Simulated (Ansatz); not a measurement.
Relaxation of F₂H₆NO₂STa (13 atoms, charge 0, multiplicity 1), to a largest force component of 0.03 eV/Å in at most 50 steps.

Computed with Ansatz, RHF/def2-SVP.

```xyz
13
Properties=species:S:1:pos:R:3
Ta -0.709 -0.500 0.431
F 2.327 0.100 -0.059
N -0.040 0.049 2.228
H 0.494 -0.502 2.872
H -0.161 0.980 2.581
O -0.092 -0.733 -1.335
H 0.663 -0.663 -1.896
O -1.233 1.292 0.212
H -1.224 2.233 0.245
F -2.392 -1.302 0.524
S 0.669 -2.493 1.093
H 0.566 -3.211 -0.030
H 2.407 -0.712 0.352
```

Where does it end, and by what steps?

The forces met the threshold. After 24 steps the energy has fallen by 0.280 eV; F2 moved furthest, 1.62 Å.

```tsv
step	energy less start (eV)	largest force component (eV/Å)	accepted
0	0.0000	0.258	yes
1	0.1168	2.583	no
2	-0.0092	0.751	yes
3	-0.0201	0.558	yes
4	-0.0078	0.344	no
5	-0.0334	0.125	yes
6	-0.0411	0.119	yes
7	-0.0528	0.130	yes
8	-0.0706	0.338	yes
9	-0.0922	0.608	yes
10	-0.0996	1.136	yes
11	-0.1568	0.560	yes
12	-0.1885	0.682	yes
13	-0.2001	0.591	yes
14	-0.1982	1.143	no
15	-0.2326	0.357	yes
16	-0.2491	0.141	yes
17	-0.2588	0.567	yes
18	-0.2628	0.477	yes
19	-0.2757	0.197	yes
20	-0.2760	0.169	yes
21	-0.2770	0.122	yes
22	-0.2742	0.172	no
23	-0.2797	0.053	yes
24	-0.2799	0.019	yes
```

```xyz
13
Properties=species:S:1:pos:R:3
Ta -0.649 -0.238 0.462
F 2.938 -1.154 -0.873
N -0.028 0.360 2.239
H 0.501 -0.189 2.891
H -0.225 1.273 2.607
O 0.498 0.211 -0.935
H 1.396 0.015 -1.186
O -1.838 1.205 0.358
H -2.577 1.787 0.406
F -1.997 -1.498 0.034
S 0.711 -2.318 1.113
H 0.048 -3.220 0.386
H 2.497 -1.698 -0.283
```

Whether the end is a true minimum wasn't checked by a vibrational analysis.

Run time: 49 s on 4 threads of Arm Neoverse V2 (shared host), peak memory 0.44 GiB.
